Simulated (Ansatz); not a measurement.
Geometry optimisation, RKS PBE/def2-SVP in Ansatz.

Input file:

```yaml
crystal:
  periodic: [false, false, false]
  atoms:
    - { symbol: Zr, position_ang: [0.0, 0.0, 0.0] }
    - { symbol: Cl, position_ang: [0.0, 0.0, 2.87] }
    - { symbol: Cl, position_ang: [2.3764, 0.0, -0.8392] }
    - { symbol: O, position_ang: [-0.975, 1.6891, -0.6893] }
    - { symbol: H, position_ang: [-1.9328, 1.4584, -0.9117] }
    - { symbol: O, position_ang: [-0.975, -1.6891, -0.6893] }
    - { symbol: H, position_ang: [-1.4296, -2.1548, 0.0831] }
    - { symbol: P, position_ang: [1.5052, 2.2699, 0.905] }
    - { symbol: H, position_ang: [2.5975, 1.8288, 1.6979] }
    - { symbol: H, position_ang: [1.9955, 2.9909, -0.2158] }
    - { symbol: H, position_ang: [0.882, 1.3301, 2.2734] }
basis:
  gaussian: { orbitals: def2-SVP }
hamiltonian:
  xc: pbe
relax:
  f_tol: 0.15
  max_steps: 25
  restrain:
    - { distance: [0, 7], at: 2.57, k: 30.0 }
    - { distance: [10, 1], at: 1.37, k: 30.0 }
    - { distance: [0, 1], at: 3.72, k: 30.0 }
    - { distance: [10, 7], at: 2.62, k: 30.0 }
output:
  orbitals: {}
```

Launched with:

```bash
$ ansatz run input.yaml --threads 4 --pin off --max-ram 5120MiB --backend cpu --events-out ev --progress --plain --runs-dir out
```

Problem. Where does it end, and by what steps?

Solution. It converged. The restraints hold the end off the free minimum; the threshold counts their pulls, which the force column leaves out. Restrained pairs: Zr1–P8 (2.87 → 2.59 Å), Cl2–H11 (1.70 → 1.34 Å), Zr1–Cl2 (2.87 → 3.73 Å), P8–H11 (1.77 → 2.62 Å). After 12 steps the energy has fallen by 2.773 eV (the restraints' own energy left out); H11 moved furthest, 1.24 Å.

| step | energy less start (eV) | largest force component (eV/Å) | accepted |
| --- | --- | --- | --- |
| 0 | 0.0000 | 2.616 | yes |
| 1 | -0.0307 | 3.984 | yes |
| 2 | -0.0643 | 4.836 | yes |
| 3 | -0.4847 | 3.959 | yes |
| 4 | -1.3337 | 2.443 | yes |
| 5 | -1.9095 | 1.244 | yes |
| 6 | -2.2665 | 1.225 | yes |
| 7 | -2.5054 | 0.981 | yes |
| 8 | -2.6509 | 0.862 | yes |
| 9 | -2.7310 | 0.852 | yes |
| 10 | -2.7570 | 0.820 | yes |
| 11 | -2.7616 | 0.797 | yes |
| 12 | -2.7729 | 0.850 | yes |

```xyz
11
Properties=species:S:1:pos:R:3
Zr 0.289 0.399 -0.461
Cl 0.411 -0.458 3.169
Cl 2.032 -0.352 -1.896
O -0.909 1.519 -1.447
H -1.708 1.781 -1.927
O -0.652 -1.102 0.262
H -1.090 -1.750 0.833
P 1.220 2.168 1.183
H 2.514 1.557 1.352
H 1.644 3.086 0.156
H 0.292 0.877 3.260
```

Time of the run: 30 s on 4 threads of Intel(R) Xeon(R) Platinum 8259CL CPU @ 2.50GHz (Skylake/Cascade Lake) (shared host), peak memory 0.23 GiB.
